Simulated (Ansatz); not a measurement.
Series B2X4: PBE0-D4/def2-TZVP single points in Ansatz on relaxed structures, gas phase. Binding counts from free atoms in the multiplicity of their measured ground term, without zero-point energy. The structures are stationary points that may keep the symmetry of their start. Remarks come from the PBE and PBE0 runs and from stability tests at other levels; not every state was tested. HOMO above LUMO (over both spins in singlets and doublets, within one spin in higher multiplets; at PBE or PBE0), or a gap under 0.15 eV within one spin, warns that the state may not be the lowest or that an electron is smeared out.

```
        species  atoms    state            geometry  HOMO (eV)  LUMO (eV)  gap (eV)  vertical IE (eV)  vertical triplet (eV)  binding per atom (eV)  point group (within 0.1 Å)                                                 remarks
B2(Br)4 (B2Br4)      6  singlet     PBE-D4/def2-SVP      -8.12      -2.36      5.76              9.82                   3.81                   3.37                         D2d  gap within one spin near zero at PBE or PBE0 (triplet)
B2(Cl)4 (B2Cl4)      6  singlet    PBE0-D4/def2-SVP      -8.51      -2.20      6.32             10.43                   4.14                   3.80                          D2                                                       –
  B2(F)4 (B2F4)      6  singlet  r2SCAN-D4/def2-SVP     -10.08      -0.94      9.14             12.76                   6.25                   5.05                         D2d                                                       –
```

Problem. Estimate the rows for B2(OH)4 (B2O4H4) (singlet, PBE-D4/def2-SVP geometry).

Solution. 
```
         species  atoms    state         geometry  HOMO (eV)  LUMO (eV)  gap (eV)  vertical IE (eV)  vertical triplet (eV)  binding per atom (eV)  point group (within 0.1 Å)
B2(OH)4 (B2O4H4)     10  singlet  PBE-D4/def2-SVP      -8.15      -0.52      7.63             10.49                   4.92                   4.52                         C2v
```

The gap (eV) runs from 5.76 (B2(Br)4) to 9.14 (B2(F)4). The vertical IE (eV) runs from 9.82 (B2(Br)4) to 12.76 (B2(F)4). The vertical triplet (eV) runs from 3.81 (B2(Br)4) to 6.25 (B2(F)4).
